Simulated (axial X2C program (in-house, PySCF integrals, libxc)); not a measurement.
**KN⁺: properties at the nuclei**

Calculated with an in-house all-electron X2C program for linear molecules (integrals from PySCF): two-component X2C with atomic mean-field Coulomb and Gaunt terms, Gaussian nuclei, basis K dyall-cv3z, N dyall-av3z with contracted cores.

R = 3.140 Å (near the PBE0 minimum at charge 1 of the determinant lowest at the starting distance; the state shown can have its own minimum elsewhere).

Determinant lowest in the PBE0 search, Ω = 3/2 (⟨Sz⟩ = 1.50, ⟨Lz⟩ = 0.00 at PBE0), spin on the atoms K 0.00, N 1.50:

| level | Eeff magnitude (GV/cm) | Ws magnitude K (kHz) | Ws magnitude N (kHz) | A∥/gI K (MHz) | qzz K (a.u.) | A∥/gI N (MHz) | qzz N (a.u.) |
| --- | --- | --- | --- | --- | --- | --- | --- |
| PBE0 | 0.0171 | 0.00251 | 0.00233 | 6.57 | -0.04 | -7.85 | 0.06 |
| HF | 0.0142 | 0.00158 | 0.00251 | 4.13 | -0.05 | 43.7 | 0.05 |
| PBE50 | 0.0159 | 0.00217 | 0.00235 | 5.59 | -0.04 | 0.337 | 0.06 |
| r2SCAN | 0.0195 | 0.003 | 0.00246 | 7.85 | -0.05 | 34.4 | 0.06 |
| TPSSh | 0.0171 | 0.00254 | 0.0023 | 6.72 | -0.04 | 5.78 | 0.06 |

Eeff is the effective electric field on the electron electric dipole moment in this Ω state and Ws the scalar–pseudoscalar constant of the nucleus named (defined with the proton number Z and per Ω); A∥ (defined per Ω) follows by multiplying with gI = μI/(I μN); qzz is the electric field gradient, eQq0 = 234.96 MHz × Q/barn × qzz. The operators were transformed with the bare-nucleus X2C matrices; with these basis sets, hyperfine constants and field gradients can be off by tens of per cent, and where levels differ in sign neither size nor sign is settled.

Question: With gI(39K) = 0.2610, Q(14N) = 0.02044 barn (g factors from the IAEA table of nuclear moments by Stone; Q from Pyykkö, Mol. Phys. 2018), turn the PBE0 values of the first state into constants in MHz.

Answer: A∥(39K) = 6.57 × 0.2610 = 1.71 MHz; eQq0(14N) = 234.96 × (0.02044) × (0.06) = 0.288 MHz.

Each state is one determinant with collinear spin, which with several unpaired electrons need not be a pure state. Unrestricted Hartree–Fock can overshoot spin polarisation at the nuclei. This is the top spin component of a Σ state; components of lower Ω are not single determinants and can lie lower. With several open shells hyperfine constants can be off by a factor of several. The search compared states at one distance, so a state with another bond length can lie lower. Further determinants of the search, some of them spin-mixed, are not shown. Where a field gradient or hyperfine factor spreads by more than a factor of two over the levels, a constant derived from it is not to be relied on.
